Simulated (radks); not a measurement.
Coulomb parameter of the 3d shell of the titanium ion Ti+ in the model configuration [Ar] 3d1 4s1 4p1, as a second difference U = [E(n + 0.25) + E(n - 0.25) - 2 E(n)] / (0.25)^2 with all orbitals relaxed. "Bare": the charge of the atom changes with n. "Screened": the 4p shell takes up the change at fixed total charge, which measures U(3d,3d) + U(4p,4p) - 2 U(3d,4p). All-electron calculation, scalar-relativistic Kohn-Sham, r2SCAN, spin-unpolarised, spherical densities, finite nucleus; meta-GGA in the generalised Kohn-Sham scheme; Fermi nuclear charge, rms radius 3.5921 fm. Program: a radial shooting solver on a logarithmic mesh with Libxc functionals.

start: configuration [Ar] 3d1 4s1 4p1; E - E(n) (eV) 0.000
bare +0.25: configuration [Ar] 3d1.25 4s1 4p1; E - E(n) (eV) -3.782
bare -0.25: configuration [Ar] 3d0.75 4s1 4p1; E - E(n) (eV) 4.606
screened +0.25: configuration [Ar] 3d1.25 4s1 4p0.75; E - E(n) (eV) -2.001
screened -0.25: configuration [Ar] 3d0.75 4s1 4p1.25; E - E(n) (eV) 2.274

U(bare) = 13.181 eV, U(screened by 4p) = 4.357 eV, against the Slater integral F0(3d,3d) = 18.711 eV with frozen orbitals.
